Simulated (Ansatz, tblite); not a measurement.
Removing and adding an electron: tetramethylammonium hexafluoroantimonate (C₄H₁₂F₆NSb). The state is a singlet with charge 0. Geometry: PBE-D4/def2-SVP. Ansatz, gas phase; energy differences of separate SCF runs; the oxidised species was run as a doublet alone; the reduced species was run as a doublet alone.

```xyz
24

C     0.458    0.177   -1.539
N     1.182    0.419   -0.238
C     1.246   -0.868    0.544
C     0.430    1.451    0.564
C     2.569    0.908   -0.516
H    -0.575   -0.137   -1.307
H     0.458    1.119   -2.116
H     0.992   -0.617   -2.093
H     1.811   -1.609   -0.050
H     1.759   -0.669    1.502
H     0.213   -1.219    0.719
H     0.366    2.378   -0.033
H    -0.580    1.056    0.776
H     0.982    1.633    1.503
H     2.512    1.861   -1.073
H     3.105    0.153   -1.119
H     3.097    1.065    0.442
F    -4.180   -1.486   -0.811
Sb   -2.929   -1.040    0.590
F    -4.234   -0.011    1.572
F    -2.376    0.583   -0.399
F    -3.300   -2.655    1.582
F    -1.528   -0.538    1.893
F    -1.478   -1.954   -0.395
```

In the def2 sets Sb takes a core potential; there is no spin–orbit coupling. The xTB rows come from tblite. HOMO above LUMO, or a gap near zero within one spin, warns that the state may not be the lowest or that an electron is smeared out.

Q: Estimate orbital energies and vertical ionisation energies and electron affinities at: GFN1-xTB; GFN2-xTB; PBE-D4/def2-SVP; PBE0-D4/def2-SVP.

A: 
| level | −HOMO (eV) | vertical IE (eV) | −LUMO (eV) | vertical EA (eV) | HOMO–LUMO gap (eV) | IE − EA (eV) | remarks |
| --- | --- | --- | --- | --- | --- | --- | --- |
| GFN1-xTB | 13.66 | 16.47 | 10.63 | 7.48 | 3.04 | 9.00 | – |
| GFN2-xTB | 12.55 | 15.37 | 5.73 | 2.70 | 6.81 | 12.67 | – |
| PBE-D4/def2-SVP | 7.42 | 10.57 | 2.46 | -0.14 | 4.96 | 10.71 | HOMO above zero (-1 doublet), gap within one spin near zero (+1 doublet) |
| PBE0-D4/def2-SVP | 9.78 | 11.98 | 1.66 | -0.33 | 8.12 | 12.30 | HOMO above zero (-1 doublet) |

Relaxing the reduced species (PBE-D4/def2-SVP) changes its energy by -0.74 eV at PBE-D4/def2-SVP, so the adiabatic electron affinity to this nearest minimum is 0.60 eV. At PBE0-D4/def2-SVP it is 0.34 eV. The highest occupied level of the relaxed charge -1 doublet lies above zero (up to 1.21 eV). By energy differences its removal costs 0.60 eV (each at its own geometry, to the charge 0 singlet, at PBE-D4/def2-SVP); self-interaction error and the lack of diffuse functions both raise the level.     A HOMO above zero means that the electron is unbound at that level or that self-interaction error raises the level; the energy of removing that electron tells which. Raw xTB energy differences between charge states are shifted by several eV; the methods need an empirical correction for them. Sets without diffuse functions give affinities that are too small. A negative affinity means that the extra electron isn't bound; its size then hangs on the basis.
